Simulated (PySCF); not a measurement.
An unknown shows these calculated signals:

$^{1}$H NMR (600 MHz, computed): δ 7.57 (d, 1H), 7.33 (m, 1H), 6.80 (m, 1H), 6.73 (d, 1H), 4.01 (br s, 2H), 2.32 (s, 3H).

$^{13}$C{$^{1}$H} NMR (computed): δ 154.2 (C), 140.1 (CH), 134.6 (CH), 121.4 (CH), 116.2 (CH), 109.9 (C), 99.5 (C), 83.6 (C), 5.9 (CH3).

Equivalent nuclei averaged, single conformer, gas phase, relativity neglected. NMR shieldings at PBE0/pcSseg-1/GIAO; GFN2-xTB geometry; PySCF.

Referencing at the same level of theory: $^{1}$H, $^{13}$C vs TMS.

**Question.** Which of these does the molecule contain: a C≡C triple bond, a tert-butyl group, a (CH3)2CH unit, an NH or NH2 group, an S-methyl group, a benzene ring?

**Answer.** 
- A C≡C triple bond: yes (δC 99.5, 83.6).
- A tert-butyl group: no.
- A (CH3)2CH unit: no.
- An NH or NH2 group: yes (δH 4.01 (br s)).
- An S-methyl group: no.
- A benzene ring: yes.

The data belong to SMILES NC1=CC=CC=C1C#CC, C$_{9}$H$_{9}$N; they needn't prove each group on their own.

Carbon signals by region: 6 in the sp2 and nitrile region (100–160 ppm), 2 at 50–100 ppm, 1 below 50 ppm.

The OH or NH signal is concentration- and solvent-dependent in practice; the value given is the gas-phase one. Shifts are as computed. Against solution values, carbons near 30 ppm lie about +3 ppm off and those near 130 ppm about +5 ppm. Of 1211 compounds with measured shifts, 218 miss one by over three times the rms of a fit or turn the order of signals round; such compounds aren't used in these exercises. No couplings were computed; multiplicities are counted from neighbouring protons, with m where these are inequivalent, close in shift, in a saturated or five-membered ring or joined by F or P, and br s for small geminal =CH2 splittings.
